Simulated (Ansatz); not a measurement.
Calculated with Ansatz (gas phase, PBE0-D4/def2-TZVP geometries, no zero-point term in ΔE). CBS: MP2 limit from def2 TZ/QZ plus the TZ coupled-cluster correction, frozen cores. This one scheme is used for every species. Functionals use def2-TZVPP. B3LYP here is the variant with VWN-RPA as its local correlation; programs differ in this. def2 core potentials past Kr. For Sn outer-core shells are correlated without core-valence functions, which leaves a few kJ/mol of doubt a bond. Each species was taken in one conformer, which may not be the lowest.

Consider the ligand exchange at the Sn–F bond: `[F][Sn][SH]` + NH₃ → `[NH2][Sn][SH]` + H–F.

(1) Is it downhill or uphill in electronic energy at CCSD(T)/CBS, and by how much? (Best estimate.)

(2) What do these levels give: PBE0-D4, B3LYP-D4, BHLYP-D4, ωB97M-V, revPBE, r2SCAN, MP2/def2-SVP, HF/def2-TZVPP, MP2/def2-TZVPP, HF/def2-QZVPP, HF/CBS(def2), MP2/CBS(def2)? (Best estimate.)

(3) What do rigid-rotor, harmonic-oscillator terms from PBE0-D4/def2-TZVP frequencies (298.15 K, 1 bar) make of the CCSD(T)/CBS value? (An estimate is asked.)

Largest T1 diagnostic among the species: 0.016.

## Answers

(1) Ansatz gave: Uphill: ΔE = +14.1 kcal/mol.

(2) Computed: PBE0-D4 15.0, B3LYP-D4 16.6, BHLYP-D4 16.0, ωB97M-V 16.1, revPBE 17.9, r2SCAN 16.9, MP2/def2-SVP 15.3, HF/def2-TZVPP 16.9, MP2/def2-TZVPP 12.2, HF/def2-QZVPP 17.5, HF/CBS(def2) 17.5, MP2/CBS(def2) 13.1 kcal/mol.

(3) The calculation gave: ΔZPE = -1.1 kcal/mol, ΔH = +13.3 kcal/mol, ΔS = -6 J/(mol·K), ΔG = +13.7 kcal/mol.

From PBE to PBE0 (25 % exact exchange), in def2-TZVPP and without D4, ΔE moves by −1.4 kcal/mol. The D4 term adds −1.4 kcal/mol with B3LYP and −0.8 kcal/mol with PBE0; it sums over pairs of atoms, weighted by their polarisabilities, and B3LYP, whose exchange is more repulsive, gets the larger term. At CCSD(T), def2-SVP lies +1.9 kcal/mol from the extrapolated value and def2-TZVPP −0.8 kcal/mol.
